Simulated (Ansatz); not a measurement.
The first iterations of a band of H4OSZn (7 atoms, charge 0, multiplicity 1).

The calculation used Ansatz 0.2.0, RKS PBE0-D4/def2-SVP.

```json
{"movable images": "5", "climbing image": "yes", "spring": "5.0 eV/Å²", "optimiser": "quadratic models (default)", "start path": "through a guess of the saddle point", "force threshold": "0.05 eV/Å", "iteration limit": "60", "end points": "relaxed"}
```

Image 0:

```xyz
7
Properties=species:S:1:pos:R:3
Zn 0.098 -0.522 1.064
H 0.045 -0.389 2.591
O 0.455 -1.075 -0.637
H -0.022 2.151 -0.509
S -1.110 1.351 -0.504
H 0.990 -1.851 -0.822
H -0.456 0.336 -1.183
```

Image 6:

```xyz
7
Properties=species:S:1:pos:R:3
Zn -0.311 -0.010 -0.742
H 1.094 0.272 2.037
O 1.021 -0.921 0.010
H 1.021 0.636 2.707
S -1.840 1.188 -1.698
H 0.752 -1.671 0.550
H -1.737 0.506 -2.863
```

| iteration | highest image above the first end (eV) | largest band force component (eV/Å) |
| --- | --- | --- |
| 1 | 7.668 | 30.936 |
| 2 | 2.759 | 10.134 |
| 3 | 1.068 | 3.604 |
| 4 | 0.997 | 1.421 |
| 5 | 0.888 | 0.731 |
| 6 | 0.659 | 0.757 |
| 7 | 0.526 | 0.739 |

Question: Does the band converge within its limit, and where does its top end?

Answer: The run converged. It ended after 22 iterations with the highest image 1.066 eV above the first end. Neighbouring images differ by up to 1.3 eV, so the band resolves the path poorly. A vibrational analysis at the climbing image gives one clearly imaginary mode, 1081i cm⁻¹: a first-order saddle point. The orbitals stay closed-shell, which can raise the energy where a bond breaks towards radicals; this wasn't checked here.

Run time: 2.4 min on 2 threads of Intel(R) Xeon(R) 6975P-C (Granite Rapids), with other jobs on the host, peak memory 0.2 GiB.
